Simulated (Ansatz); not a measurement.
Basis-set extrapolation for CH₅AlOSi (PBE0-D4/def2-TZVP geometry, frozen core, Ansatz 0.2.0). Multiplicity 1, RHF reference.

|  | def2-TZVPP | def2-QZVPP |
| --- | --- | --- |
| HF | -646.523401 | -646.544855 |
| MP2 correlation | -0.588357 | -0.631804 |
| CCSD(T) correlation | -0.658249 | not run |

Energies in hartree. Use E(X) = E(∞) + A·exp(−7.88·√X) for Hartree–Fock and E(X) = E(∞) + B·X^(−2.97) for correlation, with X = 3 and 4, and add CCSD(T) minus MP2 of the smaller set to the MP2 limit.

Question: What is the CCSD(T) energy at the basis-set limit?

Answer: HF limit: -646.544855 + (-0.021454) × 0.13774 = -646.54781. MP2 limit: -0.631804 + (-0.043447) × 0.74074 = -0.66399. Higher-order term: -0.658249 − (-0.588357) = -0.06989. Total: -647.28169 hartree, 62.8 kcal/mol below CCSD(T)/def2-TZVPP.
